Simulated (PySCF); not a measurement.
**Spinor energies of Ce³⁶⁺ (cerium, charge +36)**

Start: [Ar] 3d4; 3d3/2 filled at m_j = -3/2, -1/2, +1/2, +3/2. Calculated with PySCF 2.14 in an even-tempered Gaussian basis (16 s from 7 bohr⁻², ratio 2.8; 12 p from 9 bohr⁻², ratio 2.8; 8 d from 9 bohr⁻², ratio 2.8; 3 f from 30 bohr⁻², ratio 3): generalised Hartree-Fock with the X2C-1e Hamiltonian and a Gaussian nucleus; one run each with spin-orbit coupling (SO) switched off, then screened by Boettger's factors.

```
spinor shell  electrons  ε, spin-free (eV)  ε, screened SO (eV)  weight of nominal j (screened SO)  rms radius, screened SO (bohr)
       1s1/2          2           -42438.7             -42430.5                              1.000                          0.0280
       2s1/2          2            -8358.5              -8354.6                              1.000                           0.113
       2p1/2          2            -7670.6              -7994.9                              1.000                          0.0972
       2p3/2          4            -7670.6              -7523.2                              1.000                           0.103
       3s1/2          2            -2976.9              -2975.7                              1.000                           0.282
       3p1/2          2            -2750.1              -2837.3                              1.000                           0.271
       3p3/2          4            -2750.1              -2709.8                              1.000                           0.283
       3d3/2          4            -2499.5              -2503.7                              1.000                           0.247
```

```
   quantity    spin-free  screened SO
E (hartree)  -7906.51256  -7911.65583
        M_J            0            0
       ⟨J²⟩        4.001        0.000
       ⟨L²⟩        6.001        2.420
       ⟨S²⟩        6.000        2.420
```

Breit and QED terms are absent; they matter most for the inner s and p1/2 levels.

Densities and radii are taken from the X2C orbitals without a picture-change correction, which distorts them close to the nucleus.

Without spin-orbit coupling the j labels of p, d and f shells carry no meaning; the spin-free column gives the mean over the occupied spinors of each nl shell, and its ⟨J²⟩ belongs to a mixture of degenerate components.
